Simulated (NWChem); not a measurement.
System: C2H2F4; SMILES FC(F)C(F)F

```xyz
8

F      1.0923    -1.3566     0.0691
C      0.0000    -0.6847    -0.3297
F     -1.0923    -1.3567     0.0693
C      0.0000     0.6847     0.3297
F     -1.0923     1.3567    -0.0693
F      1.0923     1.3566    -0.0691
H     -0.0002    -0.5952    -1.4306
H     -0.0002     0.5952     1.4306
```
Atoms are numbered in this order, from 1.

All runs: NWChem. Pople sets run with spherical d functions. Medium grid unless said otherwise, to which SCAN and Minnesota functionals are sensitive. Geometry: optimised at PBE0/def2-SVP. Hybrids' shares of exact exchange are those that their runs print; pure functionals count as 0. The functionals differ in more than this share.

| row | share of exact exchange | highest occupied level (eV) |
|---|---|---|
| PBE/6-31G* | 0.00 | -7.39 |
| MN15-L/6-31G* | 0.00 | -8.15 |
| B3LYP/6-31G* | 0.20 | -9.05 |
| PBE0/6-31G* | 0.25 | -9.33 |
| MN15/6-31G* | 0.44 | -10.17 |
| M06-2X/6-31G* | 0.54 | withheld |

Q: Fit a straight line of the last column on the one before it, predict the withheld value, and compare with the run.

A: 
1. Means of the 5 shown rows: x = 0.178, y = -8.818. Slope Σ(x − x̄)(y − ȳ)/Σ(x − x̄)² = -0.7693/0.1377 = -5.587; intercept -7.824.
2. The shown rows scatter about the line by 0.257 (root mean square); the largest residual is +0.43, at PBE/6-31G*.
3. At x = 0.54 (M06-2X/6-31G*; beyond the shown range) the line gives -10.84.
4. The run gives -11.06, -0.22 from the line, 0.9 times the scatter.
